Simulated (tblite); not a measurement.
Species: C₆H₈N (doublet state).
Geometry (GFN2-xTB, Å), atoms numbered from 1 in this order:
```xyz
15
C6H8N angstrom
N      3.5860   -0.3255    0.4361
C      2.7508    0.1879   -0.4186
C      1.4463    0.4081   -0.1073
C      0.1973    0.5978    0.1533
C     -0.8863   -0.3864   -0.0823
C     -2.2393    0.1099   -0.5161
C     -2.0530   -0.4263    0.8664
H      4.5281   -0.4314    0.0683
H      3.0399    0.4862   -1.4394
H     -0.1347    1.5409    0.5806
H     -0.5423   -1.3272   -0.4912
H     -2.3736    1.1742   -0.6387
H     -2.7890   -0.4807   -1.2327
H     -2.0619    0.2708    1.6906
H     -2.4727   -1.3904    1.1092
```

Computed with GFN2-xTB (tblite): harmonic, unscaled wavenumbers at the GFN2-xTB geometry, gas phase. Against measured fundamentals such values can be off by several per cent, at times by over 20. One conformer, not necessarily the lowest. Open shells enter through the occupations alone, without spin polarisation, and single modes of such species can be off by tens of per cent.

Harmonic wavenumbers (cm⁻¹): 53.6, 78.4, 148.3, 186.8, 306.8, 369.3, 395.0, 574.0, 632.2, 749.9, 789.8, 850.7, 862.9, 915.6, 957.6, 985.2, 1022.1, 1067.3, 1070.3, 1095.0, 1142.0, 1152.0, 1191.8, 1210.9, 1248.2, 1341.7, 1368.7, 1437.9, 1452.8, 1483.8, 1940.0, 2789.1, 2956.1, 3062.4, 3089.4, 3091.2, 3095.2, 3112.7, 3351.2.

A = 10955, B = 1073, C = 1038 MHz; mass 94.066 u (most abundant isotopes); point group C1, symmetry number 1; spin multiplicity 2.

**Question.** What is the zero-point energy?

**Answer.** Half the sum of the wavenumbers: 26314 cm⁻¹ = 314.79 kJ/mol.

**Question.** Give the ideal-gas entropy at 298.15 K and 1 bar in the rigid-rotor, harmonic-oscillator model (classical rotation).

**Answer.** Translation 165.53, rotation 115.76, vibration 82.17, spin (R ln 2) 5.76: S = 369.2 J/(mol K).

**Question.** And Cp and H(298.15 K) − H(0)?

**Answer.** Cp = 121.55 J/(mol K), of which vibrations give 88.29 (their classical limit is 39 R = 324.3); H(298.15 K) − H(0) = 22.76 kJ/mol without the zero-point energy, 12.85 from vibrations.

**Question.** Which modes carry the vibrational entropy at 298.15 K?

**Answer.** 53.6 cm⁻¹: 19.58; 78.4 cm⁻¹: 16.45; 148.3 cm⁻¹: 11.27; 186.8 cm⁻¹: 9.45; 306.8 cm⁻¹: 5.77; 369.3 cm⁻¹: 4.53 J/(mol K); the other 33 give 15.12 together.

**Question.** How do the functions run with temperature in this model?

**Answer.** 
| T (K) | S (J/(mol K)) | Cp (J/(mol K)) | H − H(0) (kJ/mol) | G − H(0) (kJ/mol) | ln q(vib) |
| --- | --- | --- | --- | --- | --- |
| 150 | 304.0 | 76.1 | 8.30 | -37.29 | 2.12 |
| 250 | 349.3 | 105.3 | 17.30 | -70.02 | 3.87 |
| 400 | 409.8 | 155.6 | 36.90 | -127.01 | 6.49 |
| 600 | 483.4 | 207.8 | 73.58 | -216.47 | 10.07 |
| 900 | 577.8 | 256.6 | 143.88 | -376.11 | 15.32 |

q(vib) and H(0) count from the zero-point level.

**Question.** Blend soft modes into free rotors: weight 1/[1 + (100 cm⁻¹/ν̃)⁴] for the oscillator and the rest for a rotor with moment μB/(μ + B), μ = h/(8π²ν), B = 10⁻⁴⁴ kg m². What vibrational entropy results?

**Answer.** 74.85 J/(mol K) in place of 82.17, which changes −T·S at 298.15 K by +2.18 kJ/mol.

Hindered rotation and anharmonicity are outside this model. Other conformers, if any are populated, would add a mixing term that is left out. The structure is chiral; the term R ln 2 for an equal mix with its mirror image is left out.
